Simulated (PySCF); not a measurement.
In(H)(Me)2(OMe2), C4H13InO, singlet at its GFN2-xTB optimised geometry (Å):

```
19

In    -0.3224     0.5827     0.0000
H     -1.1361     2.1245     0.0000
C      1.9021     0.5827     0.0000
H      2.2567    -0.3750     0.3845
H      2.3081     1.3815     0.6206
H      2.2940     0.7057    -1.0087
C     -1.5011    -1.2497    -0.4328
H     -0.8511    -2.1245    -0.3808
H     -1.9403    -1.2129    -1.4290
H     -2.3081    -1.3674     0.2900
C     -0.3987     1.6807     3.1986
O     -0.5563     0.4922     2.4582
C     -0.0906    -0.6516     3.1347
H      0.6496     1.8388     3.4746
H     -0.7319     2.4904     2.5507
H     -1.0120     1.6525     4.1065
H     -0.6712    -0.8219     4.0488
H      0.9696    -0.5545     3.3939
H     -0.2224    -1.4918     2.4539
```

Computed with PBE0/def2-SVP, def2 effective core potentials past Kr run with PySCF 2.14.0. The core electrons that the potentials of In replace are not part of the density.

Map of the electrostatic potential (hartree/e), clipped to [-0.08, 0.12] on the plane z = 1.5 Å:

```
|100000000111111111111111111|
|000000000111111111111111111|
|000000000111111111111111111|
|000000000111111111111111111|
|000000000112111111111111111|
|000000000122211111111111111|
|000000000122221111111111111|
|000000000123332111122211111|
|000000000123443211133211111|
|000000000135654211133211001|
|000000000247875311122110000|
|000000000259985311111000000|
|000000000159985311110000000|
|000000000147875321111000000|
|000000000135665321111110001|
|000000000124554321111111111|
|111111111123444321111111111|
|111111111123554322111111111|
|111111111123443222111111111|
|111111111123333222111111111|
|111111111112232221111111111|
|111111111112222221111111111|
|111111111111222211111111111|
|111111111111111111111111111|
|111111111111111111111111111|
|111111111111111111111111111|
|111111111111111111111111111|
```
Scale: ten equal steps from -0.018 (start of '0') to 0.120 (end of '9'), in the order '0123456789'; x runs from -4.50 to 4.50, y from -4.50 (bottom) to 4.50 (top).
